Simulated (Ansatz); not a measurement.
Species: CH5BSi, SMILES `B[SiH]=C` (H–B–Si–C torsion 180°) (charge 0, multiplicity 1).

### Question
Give a relaxed geometry from PBE0-D3(BJ)/def2-TZVP (Ansatz, a program for electronic structure).

### Answer
Several could match; the one computed here: the end point of this relaxation, one of several conformers (outside a Z-matrix the atoms follow the SMILES, hydrogens last).
Cartesian coordinates (Å) in one orientation:
```xyz
8

B      1.647    -0.087    -0.116
Si    -0.157     0.640     0.174
C     -1.519    -0.397    -0.016
H      2.642     0.562    -0.003
H      1.735    -1.239    -0.420
H     -0.417     2.051     0.553
H     -1.380    -1.437    -0.293
H     -2.551    -0.094     0.121
```
